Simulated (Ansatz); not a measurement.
Reaction (ligand exchange at the Si–S bond): `CO[SiH2]S[SiH2]OC` + HCl → `CO[SiH2]Cl` + `CO[SiH2]S`

Program: Ansatz. Geometries: PBE0-D4/def2-TZVP. ΔE: electronic, gas phase. CCSD(T)/CBS adds triple-zeta CCSD(T) − MP2 to the extrapolated MP2 energy (def2 sets, frozen cores). This one scheme is used for every species. Functionals use def2-TZVPP. B3LYP here is the variant with VWN-RPA as its local correlation; programs differ in this. HSE06 is defined as in plane-wave codes. Each species was taken in one conformer, which may not be the lowest.

`CO[SiH2]S[SiH2]OC`:

```xyz
17

C     1.461    0.939    1.568
O     1.151    0.763    0.204
Si    0.141    1.761   -0.620
S    -0.346    0.843   -2.465
Si   -0.344   -1.230   -1.911
O    -1.459   -1.647   -0.794
C    -1.329   -1.497    0.600
H     2.134    1.790    1.714
H     0.559    1.099    2.171
H     1.962    0.037    1.923
H    -1.066    1.999    0.219
H     0.773    3.069   -0.930
H     1.006   -1.626   -1.444
H    -0.727   -1.913   -3.165
H    -1.627   -0.491    0.912
H    -0.301   -1.677    0.933
H    -1.988   -2.220    1.085
```

HCl:

```xyz
2

Cl   -0.043   -0.602   -0.210
H     0.043    0.602    0.210
```

`CO[SiH2]Cl`:

Cartesian coordinates in Å:
```
C 1.237 0.270 0.555
O 0.452 0.264 -0.619
Si -1.132 -0.103 -0.663
Cl -1.457 -2.042 -0.055
H 2.205 0.709 0.311
H 1.392 -0.747 0.926
H 0.770 0.868 1.346
H -1.560 0.030 -2.067
H -1.907 0.752 0.267
```

`CO[SiH2]S`:

```xyz
10

C     1.550   -0.642    0.010
O     0.609    0.402    0.129
Si   -0.950    0.244   -0.351
S    -2.072    1.927    0.284
H     2.451   -0.350    0.551
H     1.173   -1.577    0.441
H     1.816   -0.822   -1.037
H    -1.496   -1.019    0.217
H    -1.077    0.231   -1.831
H    -2.004    1.607    1.587
```

(1) Is it downhill or uphill in electronic energy at CCSD(T)/CBS, and by how much? (Estimate.)

(2) What do these levels give: revPBE-D4, PBE0-D4, B3LYP-D4, r2SCAN0-D4, HSE06-D4, CAM-B3LYP-D4, ωB97M-V, revPBE, CAM-B3LYP, HF/def2-TZVPP, MP2/def2-TZVPP, HF/CBS(def2)? (Estimate.)

Largest T1 diagnostic among the species: 0.012.

Results:

(1) Ansatz gave: Downhill: ΔE = -36.5 kJ/mol.

(2) Computed: revPBE-D4 -28.2, PBE0-D4 -33.0, B3LYP-D4 -34.9, r2SCAN0-D4 -37.5, HSE06-D4 -33.4, CAM-B3LYP-D4 -39.0, ωB97M-V -38.4, revPBE -49.0, CAM-B3LYP -50.3, HF/def2-TZVPP -59.7, MP2/def2-TZVPP -35.0, HF/CBS(def2) -60.6 kJ/mol.

Leaving LDA and LC-ωPBE aside and taking each functional with its dispersion term where it has one, the values, not all of them listed here, spread over 17.8 kJ/mol, from B2PLYP to revPBE-D4. LDA lies +10.8 kJ/mol from PBE without D4. The D4 term adds +17.5 kJ/mol with B3LYP and +10.6 kJ/mol with PBE0; it sums over pairs of atoms, weighted by their polarisabilities, and B3LYP, whose exchange is more repulsive, gets the larger term.
